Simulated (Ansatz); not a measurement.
Geometry optimisation, RKS PBE0/def2-SVP in Ansatz.

Input file:

```yaml
crystal:
  periodic: [false, false, false]
  atoms:
    - { symbol: B, position_ang: [-0.2385, 0.2022, -0.9572] }
    - { symbol: O, position_ang: [1.231, 1.1431, -0.8252] }
    - { symbol: F, position_ang: [-0.1018, -0.6473, -1.9755] }
    - { symbol: F, position_ang: [-1.2444, 1.0857, -1.0585] }
    - { symbol: H, position_ang: [0.7086, 0.4261, 0.0988] }
    - { symbol: Si, position_ang: [-0.2615, -0.8616, 1.0569] }
    - { symbol: H, position_ang: [0.981, 2.0714, -0.7965] }
    - { symbol: H, position_ang: [0.8232, -1.8159, 1.2815] }
    - { symbol: H, position_ang: [-0.3815, -0.0032, 2.2401] }
    - { symbol: H, position_ang: [-1.5162, -1.6006, 0.9356] }
basis:
  gaussian: { orbitals: def2-SVP }
hamiltonian:
  xc: pbe0
relax:
  f_tol: 0.15
  max_steps: 25
  restrain:
    - { distance: [0, 5], at: 1.95, k: 30.0 }
    - { distance: [4, 1], at: 0.97, k: 30.0 }
    - { distance: [0, 1], at: 2.8, k: 30.0 }
    - { distance: [4, 5], at: 2.72, k: 30.0 }
```

Run as:

```bash
$ ansatz run input.yaml --threads 2 --pin off --max-ram 3072MiB --backend cpu --events-out ev --progress --plain --runs-dir out
```

Task: Where does it end, and by what steps?

Result: It converged. The restraints hold the end off the free minimum. After 15 steps the energy has fallen by 1.175 eV (the restraints' own energy left out); H5 moved furthest, 1.10 Å. Parted: B1–O2, B1–H5. Joined: O2–H5.

| step | energy less start (eV) | largest force component (eV/Å) | accepted |
| --- | --- | --- | --- |
| 0 | 0.0000 | 2.097 | yes |
| 1 | -0.0079 | 2.651 | yes |
| 2 | -0.3622 | 2.412 | yes |
| 3 | -0.4754 | 2.116 | yes |
| 4 | -0.7656 | 2.611 | yes |
| 5 | -0.8077 | 2.575 | no |
| 6 | -0.8747 | 2.359 | yes |
| 7 | -0.9316 | 2.209 | yes |
| 8 | -1.0073 | 1.978 | yes |
| 9 | -1.0784 | 1.624 | yes |
| 10 | -1.1496 | 0.673 | yes |
| 11 | -1.1625 | 0.712 | yes |
| 12 | -1.1655 | 0.657 | yes |
| 13 | -1.1696 | 0.733 | yes |
| 14 | -1.1714 | 0.751 | yes |
| 15 | -1.1750 | 0.715 | yes |

```xyz
10
Properties=species:S:1:pos:R:3
B -0.771 -0.235 -0.992
O 1.543 1.167 -0.297
F -0.544 -0.950 -2.076
F -1.315 0.959 -1.193
H 1.142 1.320 0.568
Si -0.395 -0.914 0.825
H 1.257 1.926 -0.816
H 0.856 -1.724 0.851
H -0.257 0.214 1.798
H -1.518 -1.764 1.331
```

Run time: 36 s on 2 threads of Intel(R) Xeon(R) Platinum 8375C CPU @ 2.90GHz (Ice Lake) (shared host), peak memory 0.22 GiB.
